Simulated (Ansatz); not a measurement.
This geometry of BH4OSb (7 atoms, charge 0, multiplicity 1) is a first-order saddle point.

Method: RKS PBE0-D4/def2-SVP (Ansatz).

```xyz
7
Properties=species:S:1:pos:R:3
O -1.193 -0.178 -1.529
B -0.043 -0.460 -0.890
Sb 0.560 0.254 1.037
H -1.810 0.404 -1.077
H 0.775 -1.183 -1.401
H -0.247 1.268 2.095
H 2.019 -0.174 1.719
```

**Question.** Which two structures does it join? (They come from a converged band through this point; their orientation in space is the band's.)

**Answer.** No bond is made or broken. The height of Sb3 over the plane of its neighbours goes from 1.04 to -1.04 Å. The two ends are copies of one structure, up to a mirror image or an exchange of like atoms.

Image 0:

```xyz
7
Properties=species:S:1:pos:R:3
O -1.339 -0.780 -0.701
B -0.012 -0.576 -0.730
Sb 1.028 1.194 0.240
H -1.826 -0.139 -0.171
H 0.644 -1.374 -1.363
H -0.265 1.460 1.346
H 1.831 0.146 1.333
```

Image 6:

```xyz
7
Properties=species:S:1:pos:R:3
O -0.941 0.095 -1.413
B -0.019 -0.590 -0.718
Sb 0.314 -0.374 1.519
H -1.424 0.749 -0.895
H 0.629 -1.403 -1.339
H -0.384 1.201 1.556
H 1.886 0.254 1.244
```

**Question.** How far does it lie above each of them?

**Answer.** 1.07 eV above the first and 1.07 eV above the second. This is the barrier of this one path; another mechanism may lie lower.

The run took 7.4 min on 1 thread of Intel(R) Xeon(R) Processor @ 2.50GHz (Skylake/Cascade Lake) (shared host), peak memory 0.15 GiB.
